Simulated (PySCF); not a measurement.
H3O4V, SMILES [OH][V]([OH])(=[O])[OH], multiplicity 1. Atoms are numbered in the order given.

```xyz
8

V      0.0000     0.0000    -0.0211
O      0.0000     0.0000    -1.5620
O      1.4350     0.8285     0.5485
H      2.0832     1.2027    -0.0606
O      0.0000    -1.6570     0.5485
H      0.0000    -2.4055    -0.0606
O     -1.4350     0.8285     0.5485
H     -2.0832     1.2027    -0.0606
```

Coordinates come from a ωB97X-D3(BJ)/def2-SVP optimisation. The spin state was assumed, not searched. One conformer was computed; it need not be the lowest.

All values below come from PySCF with TDA-PBE/def2-SVPD.

Vertical excitations; the highest root listed may be one member of a degenerate set. Gas-phase values at a fixed geometry. State labels are in the subgroup Cs.

```tsv
state	symmetry	energy (eV)	λ (nm)	f	main pairs
S1	A"	4.59	270	0.006	HOMO→LUMO+1 (degenerate set)
S2	A'	4.59	270	0.006	HOMO→LUMO (degenerate set)
S3	A"	5.04	246	0.000	HOMO−1→LUMO 50 %, HOMO−2→LUMO+1 50 %
S4	A'	5.10	243	0.001	HOMO−2→LUMO 49 %, HOMO−1→LUMO+1 49 %
S5	A'	5.24	237	0.009	HOMO−1→LUMO+1, HOMO−2→LUMO, HOMO−3→LUMO+1, HOMO→LUMO+2 (degenerate set)
S6	A"	5.24	237	0.009	HOMO−2→LUMO+1, HOMO−1→LUMO, HOMO−3→LUMO, HOMO→LUMO+3 (degenerate set)
S7	A'	5.47	227	0.006	HOMO−3→LUMO+1, HOMO→LUMO+2 (degenerate set)
S8	A"	5.47	227	0.006	HOMO−3→LUMO, HOMO→LUMO+3 (degenerate set)
S9	A"	5.71	217	0.000	HOMO−5→LUMO 50 %, HOMO−4→LUMO+1 50 %
S10	A"	5.80	214	0.008	HOMO→LUMO+3 34 %, HOMO−4→LUMO+1 27 %, HOMO−5→LUMO 27 %
T1	A'	4.22	294	0	HOMO→LUMO (degenerate set)
T2	A"	4.22	294	0	HOMO→LUMO+1 (degenerate set)
T3	A'	4.70	264	0	HOMO−1→LUMO+1 46 %, HOMO−2→LUMO 46 %
T4	A"	4.79	259	0	HOMO−2→LUMO+1 50 %, HOMO−1→LUMO 48 %
```
Triplets are in the Tamm–Dancoff approximation.
